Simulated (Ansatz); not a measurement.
Saddle point of SnAsH$_{7}$O, singlet (SnH₄O ([OH][SnH3]) + AsH₃ → SnAsH₅ ([AsH2][SnH3]) + H₂O; bonds formed: Sn1–As7, O2–H6; bonds broken: Sn1–O2, H6–As7), PBE0-D4/def2-TZVP structure:

Sn1  (-0.897, 0.908, -0.790)
O2  (-0.669, 0.168, 1.177)
H3  (-1.657, -0.280, -1.722)
H4  (-2.014, 2.108, -0.288)
H5  (0.503, 1.650, -1.394)
H6  (0.189, -0.501, 0.805)
As7  (1.341, -1.402, -0.477)
H8  (-0.403, 0.790, 1.870)
H9  (2.494, -0.859, 0.360)
H10  (1.113, -2.582, 0.458)
(Å)

Energies are electronic, without zero-point energy. Barriers and step energies count from the start structure reached by relaxing down the imaginary mode; all methods use the PBE0-D4 structures, on which another method's saddle can fall below an end. Computed with Ansatz 0.2.0 (basis: def2-TZVPP, with def2-QZVPP for the basis limit); correlated methods freeze the cores. Filled d shells of the heavier atoms are correlated. Core potentials replace the inner electrons of the atoms past krypton. The def2 sets are not built for correlating such inner shells, so the correlated values are less sure here. B3LYP uses VWN-RPA correlation. Extrapolation: Hartree–Fock as exp(−7.88 √X), correlation as X^−2.97.

```
      method  barrier (eV)  step energy (eV)
       SPW92         0.612            -0.547
      PBE-D4         0.897            -0.511
     BLYP-D4             ?            -0.406
   r2SCAN-D4         1.039            -0.457
      B97M-V         1.292            -0.314
     PBE0-D4         1.044            -0.546
    B3LYP-D4         1.178            -0.442
  r2SCAN0-D4         1.122            -0.515
    BHLYP-D4         1.355            -0.457
CAM-B3LYP-D4         1.269            -0.385
     wB97X-V         1.306            -0.396
     wB97M-V             ?            -0.456
      B2PLYP         1.242            -0.418
    PBE-QIDH             ?            -0.514
  RPA on PBE         1.363            -0.354
          HF         1.811            -0.372
         MP2         1.211            -0.472
        CCSD         1.399            -0.428
     CCSD(T)         1.296            -0.429
```

(1) Fill in the withheld barriers. (To be estimated.)

T1 diagnostic: at most 0.014.

Answers

(1) Computed: PBE-QIDH 1.177; BLYP-D4 1.073; wB97M-V 1.218 eV. Each is the energy of the saddle less that of the start structure, by the same method.

For comparison, the barrier by CCSD(T) at an estimated basis limit (MP2 extrapolated from triple and quadruple zeta, plus CCSD(T) − MP2 in triple zeta) is 1.204 eV.

Labels in which every atom is bracketed show which atoms are joined, not bond orders.

For scale, one of the runs: CCSD(T)/def2-TZVPP, 227 basis functions, launched by `ansatz run in.yaml --threads 8 --pin off --events-out ev --progress --plain --max-ram 19148MiB`. Time: 100 s of wall clock on 8 CPU threads of an Arm Neoverse V2; the host was shared. Peak host memory: 4.3 GiB.
